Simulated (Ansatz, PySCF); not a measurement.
Isomers of Cl2H4Si2: 1 is [SiH3][SiH](Cl)Cl, 2 is Cl[SiH2][SiH2]Cl; one conformer of each (the lowest of an xTB search), B3LYP-D3(BJ)/def2-TZVP minima.
Isomer 1 (charge 0, multiplicity 1):
| atom | x (Å) | y (Å) | z (Å) |
|---|---|---|---|
| Si | -1.2363 | -0.0200 | -0.0709 |
| Si | 1.0853 | -0.0243 | 0.2093 |
| Cl | 1.8169 | 1.8655 | -0.1915 |
| Cl | 1.9221 | -1.3724 | -1.1135 |
| H | -1.7645 | -1.3758 | 0.2068 |
| H | -1.5392 | 0.3665 | -1.4667 |
| H | -1.8401 | 0.9536 | 0.8682 |
| H | 1.5559 | -0.3931 | 1.5582 |
Isomer 2 (charge 0, multiplicity 1):
```json
[
 {"atom": "Cl", "x (Å)": "-2.2637", "y (Å)": "1.3935", "z (Å)": "-0.2840"},
 {"atom": "Si", "x (Å)": "-1.1262", "y (Å)": "-0.3173", "z (Å)": "0.0192"},
 {"atom": "Si", "x (Å)": "1.1262", "y (Å)": "0.3173", "z (Å)": "-0.0188"},
 {"atom": "Cl", "x (Å)": "2.2637", "y (Å)": "-1.3940", "z (Å)": "0.2810"},
 {"atom": "H", "x (Å)": "-1.5007", "y (Å)": "-0.8998", "z (Å)": "1.3254"},
 {"atom": "H", "x (Å)": "-1.4341", "y (Å)": "-1.2783", "z (Å)": "-1.0612"},
 {"atom": "H", "x (Å)": "1.4349", "y (Å)": "1.2769", "z (Å)": "1.0627"},
 {"atom": "H", "x (Å)": "1.4998", "y (Å)": "0.9016", "z (Å)": "-1.3244"}
]
```

No zero-point or thermal terms.

Frozen-core correlation. CBS: X⁻³ extrapolation of the correlation energy, Hartree–Fock from the larger set.

The values were computed with Ansatz (Gaussian orbitals); PySCF for the dispersion terms. Each number belongs to the level named beside it.

PBE/def2-TZVPP gives 2.27 kcal/mol for the electronic energy of isomer 2 less that of isomer 1.

Q: Where do these levels fall relative to PBE: PBE-D3(BJ)/def2-TZVPP, r2SCAN/def2-TZVPP, PBE0/def2-TZVPP, wB97M-V/def2-TZVPP, B2PLYP/def2-TZVPP, MP2/CBS(cc-pV(T+d)Z, cc-pV(Q+d)Z), CCSD(T)/CBS(cc-pV(T+d)Z, cc-pV(Q+d)Z).

A: PBE-D3(BJ)/def2-TZVPP 0.18; r2SCAN/def2-TZVPP 0.12; PBE0/def2-TZVPP -0.29; wB97M-V/def2-TZVPP -0.01; B2PLYP/def2-TZVPP -0.38; MP2/CBS(cc-pV(T+d)Z, cc-pV(Q+d)Z) -0.08; CCSD(T)/CBS(cc-pV(T+d)Z, cc-pV(Q+d)Z) -0.29 kcal/mol. 2 of 7 lie above PBE; the widest gap is to B2PLYP/def2-TZVPP.

Ansatz is an electronic-structure program.
